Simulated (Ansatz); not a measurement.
Reaction (formal exchange of groups at a B–N bond): `NBO[SiH3]` + `CSCS` → `CSBO[SiH3]` + `NCS`

Computed with Ansatz on PBE0-D4/def2-TZVP structures; ΔE is electronic, products minus reactants. CCSD(T)/CBS is the MP2 limit (def2-TZVPP, def2-QZVPP) plus CCSD(T) − MP2 in def2-TZVPP, frozen cores. Functionals use def2-TZVPP. HSE06 is defined as in plane-wave codes. One conformer a species, not always the lowest.

Is it downhill or uphill in electronic energy at CCSD(T)/CBS, and by how much? (Estimate.)

Ansatz gave: Uphill: ΔE = +19.9 kcal/mol.

What do these levels give: BLYP-D4, r2SCANh-D4, HSE06-D4, PBE, BHLYP, RPA@PBE/def2-TZVPP? (Estimate.)

Computed: BLYP-D4 19.8, r2SCANh-D4 19.9, HSE06-D4 19.4, PBE 18.8, BHLYP 20.7, RPA@PBE/def2-TZVPP 18.3 kcal/mol.

Largest T1 diagnostic among the species: 0.013.

At CCSD(T), def2-SVP lies −1.5 kcal/mol from the extrapolated value and def2-TZVPP −0.6 kcal/mol. Leaving LDA and LC-ωPBE aside and taking each functional with its dispersion term where it has one, the values, not all of them listed here, spread over 2.6 kcal/mol, from revPBE-D4 to CAM-B3LYP-D4. LDA lies +1.5 kcal/mol from PBE without D4. From BLYP to BHLYP (50 % exact exchange), in def2-TZVPP and without D4, ΔE moves by +1.0 kcal/mol.
